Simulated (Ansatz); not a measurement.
C3H9ClGe, charge +1, doublet, geometry from GFN2-xTB (a state made from the parent by changing its charge; the spin is typed, not shown lowest). Base run: B3LYP/3-21G in Ansatz (an electronic-structure program).

Geometry (Å):
```xyz
14

C     -0.7983     1.6335    -1.1426
Ge    -0.0703     0.0277    -0.2323
C      1.6369    -0.8035    -1.0453
C     -1.2406    -1.6735    -0.2786
Cl     0.3555     0.4061     1.7951
H     -1.0130     1.4227    -2.1875
H     -1.7145     1.9529    -0.6472
H     -0.0773     2.4480    -1.0835
H      1.9670    -1.6240    -0.4163
H      1.4010    -1.1394    -2.0498
H      2.3627     0.0050    -1.0543
H     -1.3565    -1.9731    -1.3151
H     -2.1884    -1.3710     0.1583
H     -0.7633    -2.4496     0.3111
```
Charge +1, spin multiplicity 2.
Orbitals are unrestricted.
All else is at Ansatz's defaults.

Each row names what was changed in the base input (with any setting that the change needs).

| change | basis functions | E (Eh) |
|---|---|---|
| base | 81 | -2643.84418 |
| basis = ANO-RCC-VDZP; relativity = none | 132 | -2643.20577 |
| basis = jorge-DZP-DKH; relativity = none | 157 | -2651.39554 |
| basis = cc-pVDZ-DK; relativity = spin-free X2C; nucleus = Gaussian | 132 | -2679.88947 |
| basis = ANO-RCC-VDZP; relativity = spin-free X2C; nucleus = Gaussian | 132 | -2680.03530 |
| basis = cc-pVDZ-DK; relativity = spin-free X2C | 132 | -2679.90156 |
| basis = jorge-DZP-DKH; relativity = spin-free X2C; nucleus = Gaussian | 157 | -2679.87067 |
| basis = jorge-DZP-DKH; relativity = spin-free X2C | 157 | -2679.88303 |
| basis = cc-pVDZ-DK; relativity = none | 132 | -2644.50414 |
| basis = ANO-RCC-VDZP; relativity = spin-free X2C | 132 | -2680.04915 |

Total energies compare only within one method and basis.

Ansatz warned in this series: the basis is contracted for relativity, which the run leaves out.

Basis sets contracted for a relativistic Hamiltonian are a mismatch without it, so the rows without relativity aren't non-relativistic limits. No row has spin-orbit coupling; sets with core potentials leave out the core electrons.
